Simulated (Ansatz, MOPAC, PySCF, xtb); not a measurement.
Torsion Si1–Ge2–S3–H7 in GeH4SSi (SMILES [SiH3][Ge][SH]); at each angle all else is relaxed with GFN2-xTB, and the levels are single points there.
Geometry at 180° (charge 0, multiplicity 1):
```xyz
7

Si     0.99814    -0.05422     0.02438
Ge    -0.58481     1.77628    -0.25305
S     -2.35571     0.46533     0.09610
H      0.73295    -1.23455    -0.80842
H      2.35874     0.38687    -0.32600
H      1.08082    -0.54046     1.40940
H     -3.29011     1.40468    -0.03981
```

On the grid 0° to 330°, 90° is the highest and 180° the lowest point at MP2/CBS(def2-TZVPP, def2-QZVPP) + ΔCCSD(T)/def2-TZVPP.

Correlated levels freeze the cores. Filled d and f shells under p-block atoms count as core. Rows in 6-31G* carry no dispersion term and start afresh at each structure (6-31G* with six Cartesian d functions); the Pople sets are all-electron and without relativity. MP2/6-31G* freezes PySCF's default core, which leaves 3d correlated. The state that PM3 reach isn't checked.

The values were computed with Ansatz (Gaussian basis) for Hartree–Fock, density functionals and correlated methods; MOPAC for PM3 (differences of heats of formation); PySCF for 6-31G* rows, M06-2X, the dispersion terms; xtb for the GFN methods. Each number belongs to the level named beside it.

```json
[
 {"level": "GFN-FF", "energy at 90° less that at 180° (kcal/mol)": "1.24"},
 {"level": "PM3", "energy at 90° less that at 180° (kcal/mol)": "-7.25"},
 {"level": "HF/6-31G*", "energy at 90° less that at 180° (kcal/mol)": "14.50"},
 {"level": "PBE-D4/def2-TZVPP", "energy at 90° less that at 180° (kcal/mol)": "16.75"},
 {"level": "B3LYP/def2-TZVPP", "energy at 90° less that at 180° (kcal/mol)": "15.85"},
 {"level": "M06-2X/def2-TZVPP", "energy at 90° less that at 180° (kcal/mol)": "14.91"},
 {"level": "MP2/6-31G*", "energy at 90° less that at 180° (kcal/mol)": "…"},
 {"level": "CCSD/def2-TZVPP", "energy at 90° less that at 180° (kcal/mol)": "14.83"},
 {"level": "CCSD(T)/def2-TZVPP", "energy at 90° less that at 180° (kcal/mol)": "…"}
]
```

Task: Complete the blanks.

Result: 
- MP2/6-31G*, energy at 90° less that at 180° (kcal/mol): 17.79
- CCSD(T)/def2-TZVPP, energy at 90° less that at 180° (kcal/mol): 15.45

Ansatz is a quantum-chemistry and plane-wave program.
